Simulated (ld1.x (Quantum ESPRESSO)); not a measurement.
# C: from the effect back to the setting (TM)

Base potential:

ld1.x (Quantum ESPRESSO) 7.5 input, shortened:

```
&input
   title='C', zed=6., rel=1, dft='PBE', iswitch=3,
   config='[He] 2s2 2p2'
 /
 &inputp
   pseudotype=2, tm=.true., lloc=-1, rcloc=1.60,
   nlcc=.false.
 /
2
2S  1  0   2.00   0.00  1.25  1.25  0.0
2P  2  1   2.00   0.00  2.00  2.00  0.0
 &test
   configts(1)='2s2 2p2'
 /
```

Cutoffs, loose and tight: the cutoffs (Ry, on a coarse ladder) from which the occupation-weighted sum of valence levels, in a spherical-Bessel basis at the reference potential, stays within 10 and 1 mRy of its value at 400 Ry. They do not see the model core or the augmentation charge, which bear on the density cutoff. Test errors are all-electron minus pseudo excitation energies from the reference, over the configurations 2s2 2p1; 2s2 2p0; 2s1 2p0; 2s0 2p4; 2s1 2p3; 2s1 2p2; 2s2 2p1.5; variants that change the core or the reference have their own tests. The largest error is taken over the tests solved by every variant that gives reliable tests at all, those not shown here included: 2s0 2p4; 2s1 2p3; 2s2 2p1.5.

Only the scale of all radii (base = 1) is moved (1 further runs of the sweep failed or gave no value and are left out):

| scale of all radii (base = 1) | cutoff, loose | cutoff, tight | bound ghosts | largest test error (meV) | median size of the test errors |
| --- | --- | --- | --- | --- | --- |
| 0.76 | 45 Ry | 100 Ry | none | +22 | 13.3 meV |
| 0.82 | 40 Ry | 90 Ry | none | +15 | 14.7 meV |
| 0.9 | 35 Ry | 90 Ry | none | +8.8 | 17.9 meV |
| 1.04 | 30 Ry | 80 Ry | none | +6.8 | 32.7 meV |
| 1.1 | 30 Ry | 70 Ry | none | +13 | 39.7 meV |
| 1.18 | 25 Ry | 60 Ry | none | +7.1 | 51.1 meV |
| 1.25 | 25 Ry | 55 Ry | none | +8.0 | 60.2 meV |
| 1.3 | 21 Ry | 50 Ry | none | +9.2 | 68.7 meV |

Q: One more run gave cutoff, loose: 35 Ry; cutoff, tight: 80 Ry; bound ghosts: none; largest test error (meV): +620; median size of the test errors: 27.5 meV. Which value of the scale of all radii (base = 1) was used?

A: 0.98. The median size of the test errors moves one way along this sweep, from 13.3 meV at 0.76 to 68.7 meV at 1.3, which places the run between 0.9 and 1.04.
